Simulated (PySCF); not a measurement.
A structure optimised at B3LYP-D3(BJ)/def2-SVP, used in a PySCF frequency run:

```
W
O 1 1.7037
O 1 1.7037 2 106.06
F 1 1.8665 2 108.81 3 116.89
F 1 1.8665 2 108.81 3 -116.89
```
Charge 0, spin multiplicity 1.

Task: Write its SMILES, formula and point group.

Result: [O]=[W](=[O])([F])[F], F₂O₂W, C2v

Task: What are its rotational constants (standard atomic weights)?

Result: 3.8639, 3.2895, 3.0469 GHz
